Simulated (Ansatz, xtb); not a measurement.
## Relative energy of two conformers of C3H7F2In

Structure X is `CC[CH2][In]([F])[F]`, a singlet and structure Y is `CC[CH2][In]([F])[F]`, a singlet. Both are isolated molecules in the gas phase, relaxed with PBE0-D4/def2-SVP.

X (Å):

```json
{"atom": "C", "x (Å)": "-0.9815", "y (Å)": "-2.2452", "z (Å)": "1.5643"}
{"atom": "C", "x (Å)": "0.2531", "y (Å)": "-1.3734", "z (Å)": "1.7502"}
{"atom": "C", "x (Å)": "0.4340", "y (Å)": "-0.3831", "z (Å)": "0.6053"}
{"atom": "F", "x (Å)": "3.0821", "y (Å)": "1.2521", "z (Å)": "2.5019"}
{"atom": "F", "x (Å)": "2.9562", "y (Å)": "2.0247", "z (Å)": "-0.5591"}
{"atom": "In", "x (Å)": "2.1170", "y (Å)": "0.9281", "z (Å)": "0.8285"}
{"atom": "H", "x (Å)": "-1.8975", "y (Å)": "-1.6349", "z (Å)": "1.5174"}
{"atom": "H", "x (Å)": "-1.0959", "y (Å)": "-2.9560", "z (Å)": "2.3968"}
{"atom": "H", "x (Å)": "-0.9233", "y (Å)": "-2.8285", "z (Å)": "0.6315"}
{"atom": "H", "x (Å)": "0.1823", "y (Å)": "-0.8339", "z (Å)": "2.7093"}
{"atom": "H", "x (Å)": "1.1457", "y (Å)": "-2.0155", "z (Å)": "1.8378"}
{"atom": "H", "x (Å)": "0.5672", "y (Å)": "-0.8880", "z (Å)": "-0.3649"}
{"atom": "H", "x (Å)": "-0.4387", "y (Å)": "0.2829", "z (Å)": "0.5002"}
```

Y (Å):

```xyz
13

C    -1.1786    1.4988   -0.2154
C    -0.6520    0.7062    0.9715
C    -0.7109   -0.8040    0.7810
F     0.6513   -3.2458   -1.6759
F     0.9395   -0.1709   -2.3688
In    0.2636   -1.4411   -1.0278
H    -2.2180    1.2191   -0.4536
H    -0.5621    1.3247   -1.1148
H    -1.1669    2.5801   -0.0135
H     0.3845    1.0146    1.1891
H    -1.2336    0.9601    1.8764
H    -1.7474   -1.1680    0.6866
H    -0.2441   -1.3627    1.6062
```

Task: Estimate which is lower in electronic energy at CCSD(T)/def2-SVP + ΔMP2/def2-TZVPP, and by roughly how much.

Result: CCSD(T)/def2-SVP + ΔMP2/def2-TZVPP gives E(Y) − E(X) = −0.81 kcal/mol, slightly favouring structure Y, which is too small a margin to settle the true order.

How the difference moves with the method:

| level | geometry | E(Y) − E(X) (kcal/mol) | departure from the last row (kcal/mol) | job, with rough time for the two |
| --- | --- | --- | --- | --- |
| PBE0-D4/def2-SVP | PBE0-D4/def2-SVP | −1.84 | −1.03 | optimisation, 2.2 min |
| HF/def2-SVP | PBE0-D4/def2-SVP | −0.05 | +0.76 | part of the CCSD(T) run |
| MP2/def2-SVP | PBE0-D4/def2-SVP | −1.24 | −0.43 | part of the CCSD(T) run |
| CCSD(T)/def2-SVP | PBE0-D4/def2-SVP | −1.26 | −0.45 | single point |
| CCSD(T)/def2-SVP + ΔMP2/def2-TZVPP | PBE0-D4/def2-SVP | −0.81 |  | single point, 2 min |

The largest departure from CCSD(T)/def2-SVP + ΔMP2/def2-TZVPP is that of PBE0-D4/def2-SVP, 1.03 kcal/mol. Levels run at GFN2-xTB geometries aren't shown. The last row adds to CCSD(T) the change of the MP2 difference between the two basis sets, here +0.45 kcal/mol.

With thermal terms from frequencies at re-optimised GFN2-xTB minima (ideal gas, soft modes damped towards free rotors, one conformer each, 298.15 K, 1 atm): on the last row, ΔE + ΔZPE = −0.99, ΔH = −1.11, ΔG = −0.73 kcal/mol.

The correlated steps freeze 9 core orbitals; the filled d shell of In is correlated, in a basis made for valence electrons. Atoms past krypton carry core potentials in the def2 sets and no spin–orbit term is included. Programs: Ansatz 0.2.0, xtb 6.7.1; the last row on 2 threads of Arm Neoverse V1 on a shared host.
